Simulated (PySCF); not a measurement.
C₄H₇, charge -1, singlet, at a GFN2-xTB geometry (in this run its highest filled SCF level lies above zero, so its values depend strongly on the basis, on diffuse functions most of all). Base run: SVWN5/STO-3G (PySCF).

The PySCF input:
```python
from pyscf import gto, scf, dft

mol = gto.Mole()
mol.atom = '''
    C    -0.017079    0.137684    1.567119
    C    -0.002588    0.015899    0.238727
    H    -0.019375   -0.900336    2.055516
    C     0.003309    1.253666   -0.640106
    H    -0.005779    2.152562   -0.023252
    H     0.893269    1.292935   -1.287774
    H    -0.872859    1.287990   -1.306587
    C     0.010311   -1.253978   -0.638358
    H     0.006195   -2.152814   -0.015777
    H    -0.867325   -1.302457   -1.302631
    H     0.902155   -1.297503   -1.283782
'''
mol.basis = 'sto-3g'
mol.charge = -1
mol.spin = 0
mol.verbose = 4
mol.build()

mf = dft.RKS(mol)
mf.xc = 'lda,vwn'
mf.kernel()
```

The base run was repeated with changes; each row names its change, and settings that it needs were set with it.

```json
[
 {"change": "base", "ΔE vs base (mEh)": "0.000", "SCF cycles": "10", "outcome": "converged"},
 {"change": "diis_space = 20", "ΔE vs base (mEh)": "0.000", "SCF cycles": "10", "outcome": "converged"},
 {"change": "init_guess = huckel", "ΔE vs base (mEh)": "0.000", "SCF cycles": "11", "outcome": "converged"},
 {"change": "diis = off (with mf.max_cycle = 100)", "ΔE vs base (mEh)": "-", "SCF cycles": "100", "outcome": "not converged"},
 {"change": "init_guess = sap", "ΔE vs base (mEh)": "0.000", "SCF cycles": "13", "outcome": "converged"},
 {"change": "DIIS = ADIIS", "ΔE vs base (mEh)": "0.000", "SCF cycles": "18", "outcome": "converged"},
 {"change": "init_guess = atom", "ΔE vs base (mEh)": "0.000", "SCF cycles": "9", "outcome": "converged"},
 {"change": "DIIS = EDIIS", "ΔE vs base (mEh)": "-", "SCF cycles": "50", "outcome": "not converged"},
 {"change": "conv_tol = 1e-4", "ΔE vs base (mEh)": "0.004", "SCF cycles": "6", "outcome": "converged"},
 {"change": "conv_tol = 1e-11", "ΔE vs base (mEh)": "0.000", "SCF cycles": "11", "outcome": "converged"},
 {"change": "conv_tol_grad = 1e-3", "ΔE vs base (mEh)": "0.000", "SCF cycles": "10", "outcome": "converged"},
 {"change": "conv_tol = 1e-6", "ΔE vs base (mEh)": "0.000", "SCF cycles": "8", "outcome": "converged"},
 {"change": "solver = newton", "ΔE vs base (mEh)": "0.000", "SCF cycles": "-", "outcome": "converged"}
]
```
